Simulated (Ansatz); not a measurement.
Born–Oppenheimer molecular dynamics of FH5O2W (9 atoms, charge 0, multiplicity 1). It starts at the highest image of a converged band. Of that band: Neighbouring images differ by up to 1.5 eV, so the band resolves the path poorly. A vibrational analysis at the climbing image gives one clearly imaginary mode, 217i cm⁻¹: a first-order saddle point.

The calculation used RKS PBE/def2-SVP in Ansatz 0.2.0.

- ensemble: NVE (velocity Verlet)
- time step: 0.5 fs
- steps asked: 200
- starting velocities drawn for: 100 K
- seed: 4255

First frame:

```xyz
9
Properties=species:S:1:pos:R:3
W 0.008 0.410 -0.483
F 0.456 0.141 1.917
H 0.718 -0.642 1.376
O -0.132 2.093 0.374
H -0.401 2.879 -0.144
H -1.145 -0.674 0.111
H 1.000 -0.907 0.064
O 0.104 0.009 -2.262
H 0.226 -0.020 -3.221
```

(1) How far do the bonds stretch over the last three quarters of this one trajectory? (Pairs bonded in most of those frames.)

## Answers

(1) 
```csv
bond,mean (Å),spread (Å),shortest,longest
W1–F2,2.570,0.040,2.50,2.63
W1–H3,2.203,0.048,2.10,2.25
W1–O4,1.894,0.015,1.87,1.92
W1–H6,1.699,0.018,1.67,1.73
W1–H7,1.718,0.022,1.68,1.77
W1–O8,1.846,0.027,1.80,1.88
F2–H3,0.989,0.008,0.98,1.01
O4–H5,0.979,0.014,0.96,1.00
O8–H9,0.984,0.016,0.95,1.02
```

Pairs bonded in part of these frames only: W1–H9 23 %.

Mean temperature of the second half: 103 K. The conserved energy stayed within 0.075 meV per atom of its start (net change 0.023 meV per atom), so the integration is sound. A run of 0.1 ps of so small a system gives no equilibrium averages. The orbitals stay closed-shell, which can raise the energy where a bond breaks towards radicals; this wasn't checked here.

Run time: 5.6 min on 2 threads of AMD EPYC 7R43 64-Core Processor (Zen 3) (shared host), peak memory 0.15 GiB.
